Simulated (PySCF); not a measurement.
B(Br)(NH2)2 (BBrH4N2), SMILES NB(N)Br.

Coordinates come from a PBE0-D3(BJ)/def2-SVP optimisation. The structure was generated by enumeration, and PubChem lists no compound with its InChIKey, so it may never have been made. Other conformers were not sampled.

All values below come from PBE/def2-TZVP run with PySCF.

The molecule is in vacuum.

Computed frontier levels, gap, dipole moment and polarisability:
- highest occupied level = -5.98 eV
- lowest empty level = -0.13 eV
- orbital gap = 5.85 eV
- dipole moment = 3.04 D
- quadrupole, principal values (traceless, Buckingham form, about the centre of nuclear charge) = -9.87, 4.32, 5.55 D·Å
- mean static polarisability = 50.7 bohr³ (7.51 Å³)
- polarisability, principal values = 38.1, 53.0, 61.0 bohr³
